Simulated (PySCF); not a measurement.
InP: one state, many levels of theory

State: ³Σ⁻ (triplet), unpaired electrons π ↑↑. Set-up: PySCF, scalar-relativistic core potentials, basis sets In def2-TZVPPD with ECP28, P def2-TZVPPD. De refers to In + P in their high-spin ground configurations, without counterpoise correction. The functionals are run spin-unrestricted. A positive dipole means In(−)P(+).

| Level | Re (Å) | ωe (cm⁻¹) | De (eV) | μ (D) | CPU s a point (SCF and correlation, without the integrals) |
| --- | --- | --- | --- | --- | --- |
| UHF | 2.661 | 258 | 0.86 | -2.19 | 3.6 |
| UHF-MP2 | 2.626 | 262 | 1.67 | n/a | 6.1 |
| UHF-SCS-MP2 | 2.642 | 257 | 1.68 | n/a | n/a |
| UHF-CCSD | 2.638 | 260 | 1.65 | n/a | n/a |
| UHF-CCSD(T) | 2.642 | 257 | 1.75 | n/a | 190 |
| PBE | 2.673 | 244 | 2.12 | -2.09 | 3.4 |
| BP86 | 2.675 | 243 | 2.13 | -2.08 | 2 |
| TPSS | 2.672 | 246 | 2.09 | -2.16 | 4.3 |
| r²SCAN | 2.645 | 254 | 1.99 | -1.99 | 4.3 |
| TPSSh | 2.660 | 250 | 2.04 | -2.15 | 6.1 |
| PBE0 | 2.644 | 256 | 1.99 | -2.09 | 6.4 |
| M06 | 2.659 | 255 | 2.22 | -2.24 | 5.9 |
| BHandHLYP | 2.646 | 258 | 1.83 | -2.20 | 4 |
| ωB97X | 2.620 | 267 | 2.11 | -2.12 | 7.7 |

**Question.** Which functional lies closest to UHF-CCSD(T) in De, which farthest, and by how much do they differ from it?

**Answer.** Closest is BHandHLYP (+0.4 pm in Re, +0.4 % in ωe, +0.08 eV in De against UHF-CCSD(T) in the same basis), farthest M06 (+1.7 pm in Re, -0.8 % in ωe, +0.47 eV in De). CCSD(T) converges more slowly with the basis than the functionals do and binds too weakly in this one, so the order can change at the basis-set limit.

**Question.** What does second-order correlation do here, going from UHF to UHF-MP2?

**Answer.** UHF-MP2 less UHF: -3.5 pm in Re, +1.6 % in ωe, +0.81 eV in De. Correlation nearly always deepens the well. The bond shortens, as in weak, metallic or heavy-atom bonds, where dispersion and the correlation of outer-core electrons pull the atoms together.

**Question.** What does the triples do here, going from UHF-CCSD to UHF-CCSD(T)?

**Answer.** UHF-CCSD(T) less UHF-CCSD: +0.4 pm in Re, -1.2 % in ωe, +0.10 eV in De. Correlation nearly always deepens the well. The bond lengthens, as in strong covalent bonds, where excitations into antibonding orbitals dominate.

Correlated steps freeze 9 core orbitals. Spin–orbit coupling is left out, which matters for elements this heavy, above all for dissociation energies. The state is the lowest determinant that a PBE0 search found; another state may lie lower at other levels.

The whole job (state search and all levels along the bond) took about 22 min on 2 threads of Intel Xeon Platinum 8259CL @ 2.50GHz (shared host), peak memory 4.7 GiB.
